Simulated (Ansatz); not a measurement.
Born–Oppenheimer molecular dynamics of AlFH₄O₂Si (9 atoms, charge 0, multiplicity 1). It starts from a relaxed structure.

Level of theory: Ansatz, RKS B3LYP-D4/6-31G.

```
ensemble        : NVT, Langevin thermostat
time step       : 0.5 fs
steps asked     : 100
set temperature : 3000 K
friction        : 0.005 /fs
masses          : H 10 u
seed            : 986940
```

First frame:

```xyz
9
Properties=species:S:1:pos:R:3
Al -0.160 -0.187 0.066
F -0.022 0.577 1.582
O 1.218 -0.854 -0.634
Si 2.565 -1.545 -1.393
H 2.129 -2.676 -2.281
H 3.264 -0.507 -2.224
H 3.517 -2.075 -0.359
O -1.672 -0.244 -0.673
H -2.604 -0.039 -0.666
```

(1) How far do the bonds stretch over the last three quarters of this one trajectory? (Pairs bonded in most of those frames.)

## Answers

(1) 
```
  bond  mean (Å)  spread (Å)  shortest  longest
Al1–F2     1.723       0.100      1.58     1.85
Al1–O3     1.742       0.056      1.67     1.82
Al1–O8     1.696       0.040      1.63     1.74
O3–Si4     1.780       0.059      1.65     1.84
Si4–H5     1.620       0.144      1.38     1.81
Si4–H6     1.506       0.055      1.42     1.61
Si4–H7     1.521       0.146      1.32     1.76
 O8–H9     0.973       0.031      0.92     1.02
```

Mean temperature of the second half: 1855 K. The mean temperature of the second half is 38 % below the set value. A run of 0.05 ps of so small a system gives no equilibrium averages. Limits of this set-up: no polarisation functions.

Run time: 5.8 min on 1 thread of Arm Neoverse V1, on a shared host, peak memory 0.13 GiB.
